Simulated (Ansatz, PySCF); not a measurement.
Si(Cl)2(OH)(NH2) (Cl₂H₃NOSi), SMILES Cl[Si](N)(O)Cl. Atoms are numbered in the order given.

```xyz
8

N     -1.4504     1.1634     0.5402
Si    -0.3679    -0.0246     0.0210
O     -1.2297    -1.3631    -0.3814
Cl     0.9659    -0.3472     1.5492
Cl     0.7790     0.4619    -1.6354
H     -2.2835     1.3883     0.0103
H     -1.1621     1.9011     1.1696
H     -0.8172    -1.9557    -1.0175
```

The structure is a stationary point at PBE0-D3(BJ)/def2-SVP. The structure was generated by enumeration, and PubChem lists no compound with its InChIKey, so it may never have been made. One conformer was computed; it need not be the lowest.

Two levels are set side by side: PBE-D3(BJ)/def2-SVP (Ansatz, a first-principles code) and PBE0-D3(BJ)/def2-SVP (Ansatz). Each level has its own optimised geometry; the coordinates shown are those of the second. Frequencies come from the Hessian of PySCF at each geometry. Differences are taken from unrounded values.

```csv
quantity,PBE0-D3(BJ),PBE-D3(BJ),PBE-D3(BJ) minus PBE0-D3(BJ)
mean bond length (Å),1.492,1.506,0.014
bond N1–Si2 (Å),1.689,1.706,0.017
bond Si2–O3 (Å),1.642,1.660,0.018
bond Si2–Cl4 (Å),2.054,2.070,0.016
bond Si2–Cl5 (Å),2.073,2.091,0.019
bond N1–H6 (Å),1.013,1.022,0.009
bond N1–H7 (Å),1.012,1.021,0.009
bond O3–H8 (Å),0.962,0.974,0.012
highest harmonic wavenumber (cm⁻¹),3930,3760,-170
mean harmonic wavenumber (cm⁻¹),1082,1048,-34
zero-point energy (kcal/mol),27.85,26.98,-0.88
```

Exact exchange shortens and stiffens bonds; PBE has none. Differences between two approximate levels are no errors against the true value.
